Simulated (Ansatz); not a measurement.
`[OH][Ti]([OH])([F])[F]` and `[OH][Ti]([OH])([OH])[F]` differ in one atom or group.

Ansatz, PBE0-D4/def2-TZVP geometries, multiplicity 1. Each molecule was computed in one conformer, which needn't be the lowest.

Scalar relativity is left out up to krypton.

```json
{"property": "LUMO energy (ωB97M-V/def2-TZVPP) / eV", "`[OH][Ti]([OH])([F])[F]`": "0.20"}
{"property": "HOMO energy (B3LYP/def2-TZVPP) / eV", "`[OH][Ti]([OH])([F])[F]`": "-9.67"}
{"property": "HOMO energy (ωB97M-V/def2-TZVPP) / eV", "`[OH][Ti]([OH])([F])[F]`": "-12.39"}
{"property": "HOMO–LUMO gap (PBE/def2-TZVPP) / eV", "`[OH][Ti]([OH])([F])[F]`": "5.07"}
{"property": "HOMO–LUMO gap (PBE0/def2-TZVPP) / eV", "`[OH][Ti]([OH])([F])[F]`": "7.81"}
{"property": "ideal-gas entropy at 298 K and 1 bar (rigid rotor, harmonic PBE0-D4/def2-TZVP) / J/(mol·K)", "`[OH][Ti]([OH])([F])[F]`": "351"}
```

Q: What does the change do to each property? (Best estimate.)

A: Computed: 
| property | `[OH][Ti]([OH])([OH])[F]` | shift |
| --- | --- | --- |
| LUMO energy (ωB97M-V/def2-TZVPP) / eV | 0.66 | 0.46 |
| HOMO energy (B3LYP/def2-TZVPP) / eV | -9.04 | 0.63 |
| HOMO energy (ωB97M-V/def2-TZVPP) / eV | -11.76 | 0.63 |
| HOMO–LUMO gap (PBE/def2-TZVPP) / eV | 5.02 | -0.05 |
| HOMO–LUMO gap (PBE0/def2-TZVPP) / eV | 7.74 | -0.07 |
| ideal-gas entropy at 298 K and 1 bar (rigid rotor, harmonic PBE0-D4/def2-TZVP) / J/(mol·K) | 367 | 16 |

With PBE0 the HOMO rises by 0.63 eV and the LUMO rises by 0.56 eV, so the gap narrows by about 0.07 eV. PBE moves the HOMO by 0.59 eV and ωB97M-V by 0.63 eV. The zero-point energy changes by 27.9 kJ/mol with +3 modes.

B3LYP here is the variant with VWN-RPA as its local correlation; programs differ in this.
